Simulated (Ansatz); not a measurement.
Cost and result for the atomization energy of C2H4BN, SMILES `BC#CN` (8 atoms, 7 bonds).

The species carries charge 0 and has multiplicity 1. The geometry is a stationary point of PBE0-D4/def2-TZVP. It is one conformer, not always the lowest. Program: Ansatz. All runs use 2 threads of an Arm Neoverse V2 on a shared host. Times are those of one run each, without the atoms' runs, and a repeat can differ threefold. Electronic energies, without spin–orbit coupling; frozen cores. CCSD(T)/CBS adds CCSD(T) − MP2 in def2-TZVPP to the MP2 limit, and its time is that of the two runs behind it. T1 = 0.015. B3LYP takes the VWN-RPA correlation (the form of Gaussian; ORCA's B3LYP/G). HSE06 is the plane-wave form, built on full-range PBE exchange.

CCSD(T)/CBS is a level of theory with its own doubt, some kJ/mol a heavy atom from the limit and from the frozen cores, so smaller differences don't rank the functionals.

```
                            level  functions  wall time  atomization (kcal/mol)  difference from CCSD(T)/CBS  per bond
           LDA (SPW92)/def2-TZVPP        180     0.75 s                   889.6                        129.4      18.5
             revPBE-D4/def2-TZVPP        180      1.2 s                   774.2                         14.0       2.0
                 CCSD(T)/def2-SVP         76      1.3 s                   724.0                        -36.2      -5.2
              HSE06-D4/def2-TZVPP        180      1.8 s                   777.0                         16.8       2.4
B3LYP-D4/def2-TZVPP (with forces)        180      2.1 s                   774.6                         14.4       2.1
              PBE-QIDH/def2-TZVPP        180      2.6 s                   763.4                          3.2       0.5
                B2PLYP/def2-TZVPP        180      2.7 s                   764.5                          4.3       0.6
            r2SCANh-D4/def2-TZVPP        180      2.8 s                   765.4                          5.2       0.7
               ωB97X-V/def2-TZVPP        180      4.8 s                   766.4                          6.2       0.9
 ωB97M-V/def2-TZVPP (with forces)        180      6.5 s                   770.5                         10.3       1.5
                   MP2/def2-QZVPP        348        9 s                   770.5                         10.3       1.5
               CCSD(T)/def2-TZVPP        180       26 s                   739.4                        -20.8      -3.0
                CCSD(T)/CBS(def2)          –       35 s                   760.2                          0.0       0.0
```

From BLYP to BHLYP (50 % exact exchange), in def2-TZVPP and without D4, the atomization energy moves by −30.5 kcal/mol: exact exchange takes away binding that semilocal exchange gives to molecules. The D4 term adds +4.0 kcal/mol with B3LYP and +2.1 kcal/mol with PBE0; it sums over pairs of atoms, weighted by their polarisabilities, and B3LYP, whose exchange is more repulsive, gets the larger term. Leaving LDA and LC-ωPBE aside and taking each functional with its dispersion term where it has one, the values, not all of them listed here, spread over 51.5 kcal/mol, from BHLYP-D4 to PBE-D4. LDA lies +95.3 kcal/mol from PBE without D4, its usual overbinding.
